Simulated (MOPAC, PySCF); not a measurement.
C$_{2}$H$_{7}$GaO, SMILES `[CH3][Ga]([CH3])[OH]` (C–Ga–O–H torsion 180°), neutral singlet in the gas phase. 

Cartesian coordinates (Å):
```xyz
11

C      1.7928    -0.5387    -0.3183
Ga    -0.1178    -0.0477    -0.2335
C     -1.7148    -1.1724     0.1174
O     -0.4037     1.7121    -0.5305
H      2.1321    -0.9560     0.6307
H      1.9680    -1.2944    -1.0852
H      2.3935     0.3394    -0.5488
H     -2.3948    -1.1395    -0.7354
H     -1.4529    -2.2126     0.3054
H     -2.2610    -0.7944     0.9831
H     -1.3142     2.0120    -0.5040
```
Charge 0, multiplicity 1.

All levels are single points at this geometry (M06-2X/def2-TZVP); Pople sets use spherical d functions. Orbital energies aren't observables, and empty levels follow the basis.

| level | HOMO (eV) | LUMO (eV) | gap (eV) | dipole (D) | vertical IE, Delta-SCF (eV) |
|---|---|---|---|---|---|
| M06-2X/def2-TZVP in PySCF | -8.88 | 0.22 | 9.10 | 1.86 | 10.00 |
| B3LYP/6-31G* in PySCF | -7.24 | -0.38 | 6.86 | 1.82 | 9.57 |
| B3LYP/LANL2DZ in PySCF | -7.42 | -0.35 | 7.07 | 2.32 | – |
| BP86/6-31G* in PySCF | -6.28 | -0.97 | 5.31 | 1.71 | – |
| HF/3-21G in PySCF | -10.45 | 2.71 | 13.16 | 2.17 | – |
| AM1 in MOPAC | -10.38 | -1.41 | 8.97 | 1.73 | – |
